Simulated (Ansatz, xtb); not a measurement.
Two isomers of C4H6N2O

Structure I is `Nn1ccc(O)c1`, a singlet and structure II is `Nc1ccn(O)c1`, a singlet. Both are isolated molecules in the gas phase, relaxed with B3LYP/def2-SVP; the shapes shown needn't be the lowest conformers.

I (Å):

```csv
atom,x (Å),y (Å),z (Å)
C,-0.4191,1.5972,1.5920
C,-1.2713,0.5109,1.6838
C,-0.6438,-0.5665,0.9940
C,0.5695,-0.1115,0.5014
N,1.7448,2.0775,0.6033
N,0.6855,1.2197,0.8812
O,-1.2007,-1.8029,0.8795
H,2.6086,1.6957,0.9926
H,1.8650,2.1602,-0.4079
H,-0.5003,2.6127,1.9715
H,-2.2363,0.4746,2.1835
H,-0.6076,-2.3733,0.3751
H,1.3479,-0.6068,-0.0753
```

II (Å):

```xyz
13

C     0.9898    0.8994    0.9129
C     0.4137    0.6439    2.1965
C    -0.8580    0.1268    1.9959
C     0.0487    0.5286   -0.0408
N     2.2926    1.3663    0.6789
N    -1.0494    0.0535    0.6500
O    -2.2200   -0.3407    0.0522
H     2.4065    1.8079   -0.2291
H     2.6205    1.9988    1.4037
H     0.8852    0.8165    3.1625
H    -1.6338   -0.1852    2.6904
H    -2.1092   -1.2869   -0.1395
H     0.0556    0.5617   -1.1268
```

Quicker runs give these differences E(II) − E(I): GFN2-xTB +53.2 kJ/mol; HF/STO-3G +37.1 kJ/mol (at GFN2-xTB geometries); r2SCAN-D4/def2-SVP +62.6 kJ/mol (at GFN2-xTB geometries).

Task: Estimate E(II) − E(I) at the level CCSD(T)/def2-SVP + ΔMP2/def2-TZVPP.

Result: Calculated at CCSD(T)/def2-SVP + ΔMP2/def2-TZVPP: E(II) − E(I) = +63.4 kJ/mol, so structure I lies lower.

Level by level:

| level | geometry | E(II) − E(I) (kJ/mol) | departure from the last row (kJ/mol) | job, with rough time for the two |
| --- | --- | --- | --- | --- |
| GFN2-xTB | GFN2-xTB | +53.2 | −10.1 | optimisation, 0.1 s |
| HF/STO-3G | GFN2-xTB | +37.1 | −26.3 | single point, 0.42 s |
| r2SCAN-D4/def2-SVP | GFN2-xTB | +62.6 | −0.8 | single point, 5.5 s |
| B3LYP/def2-SVP | B3LYP/def2-SVP | +61.9 | −1.5 | optimisation, 43 s |
| HF/def2-SVP | B3LYP/def2-SVP | +74.2 | +10.8 | part of the CCSD(T) run |
| MP2/def2-SVP | B3LYP/def2-SVP | +65.8 | +2.4 | part of the CCSD(T) run |
| CCSD(T)/def2-SVP | B3LYP/def2-SVP | +65.0 | +1.7 | single point |
| CCSD(T)/def2-SVP + ΔMP2/def2-TZVPP | B3LYP/def2-SVP | +63.4 |  | single point, 89 s |

As drawn, II has 1 C–N, 1 N–O in place of 1 N–N, 1 C–O.

The levels shown agree on the order. The largest departure from CCSD(T)/def2-SVP + ΔMP2/def2-TZVPP is that of HF/STO-3G, 26.3 kJ/mol. The last row adds to CCSD(T) the change of the MP2 difference between the two basis sets, here −1.7 kJ/mol.

With thermal terms from frequencies at re-optimised GFN2-xTB minima (ideal gas, soft modes damped towards free rotors, one conformer each, 298.15 K, 1 atm): on the last row, ΔE + ΔZPE = +62.0, ΔH = +62.2, ΔG = +62.5 kJ/mol.

The correlated steps freeze 7 core orbitals. Run with Ansatz 0.2.0, xtb 6.7.1; the last row on 2 threads of Arm Neoverse V2 on a shared host.
